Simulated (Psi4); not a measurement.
H₃Cl₂GaN, charge +1, singlet, geometry from GFN2-xTB (such geometries of metal compounds can be far from the true shape), with bond 3-1 at 1.25 times its length.

Psi4 was given this input:
```
memory 2 GB

molecule {
1 1
  Ga    0.00064622    0.02878830    0.00937560
  Cl    1.41128155    0.96939965   -1.16019226
  Cl   -1.80367012    0.33470951    1.82013958
  N     0.04941118   -2.09223287   -0.50665912
  H    -0.47621186   -2.27939540   -1.36850992
  H    -0.36177471   -2.67601614    0.22996377
  H     1.00800585   -2.42111962   -0.66799016
}

set basis 3-21g
set reference uhf
set stability_analysis follow
set scf_type pk

energy('scf')
print_variables()
```

Estimate the nuclear repulsion energy that HF/3-21G (Psi4) returns for this input.

409.0109 Eh

Give the total energy at the level HF/3-21G.

-2884.2164 Eh
